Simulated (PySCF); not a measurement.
PySCF input file for (Z)-1-chloro-1,2-difluoroprop-1-ene (C₃H₃ClF₂), SMILES C/C(F)=C(\F)Cl, PBE/pcSseg-1. The structure is a stationary point at B3LYP-D3(BJ)/def2-SVP.

```python
import numpy as np
from pyscf import gto, scf, dft
from pyscf.prop.nmr import rks as nmr

mol = gto.M(
    atom='''
    C    -0.37738973   -2.25861710    0.00000000
    C     0.24721809   -0.90929563   -0.00000000
    F     1.58844493   -0.90214376    0.00000000
    C    -0.40395444    0.26078578    0.00000000
    F    -1.73673618    0.30783969   -0.00000000
    Cl    0.36038771    1.80161741   -0.00000000
    H    -0.05772830   -2.82706875   -0.88936199
    H    -0.05772830   -2.82706874    0.88936198
    H    -1.47175673   -2.18186017    0.00000000
    ''',
    basis='pcSseg-1',
    charge=0,
    spin=0,
    max_memory=1600,
    verbose=3,
)
mf = dft.RKS(mol, xc='pbe')
mf.grids.level = 3
mf.conv_tol = 1e-10
mf.max_cycle = 100
mf.kernel()
n = nmr.NMR(mf)
n.verbose = 2
n.max_cycle_cphf = 60
sigma = n.kernel()
print('atom   isotropic/ppm   span/ppm')
for i, s in enumerate(sigma):
    w = np.linalg.eigvalsh((s + s.T) / 2)
    print(f'{mol.atom_symbol(i):2s}{i + 1:3d} {w.mean():14.3f} {w[2] - w[0]:11.3f}')
```

It prints:

```
converged SCF energy = -775.411977506102
atom   isotropic/ppm   span/ppm
C   1        164.235      29.911
C   2         28.277     104.719
F   3        295.598     140.807
C   4         29.967      93.623
F   5        278.321      97.378
Cl  6        686.727     397.734
H   7         29.160      10.183
H   8         29.160      10.183
H   9         28.921       8.557
```

The calculation finished and met its thresholds.
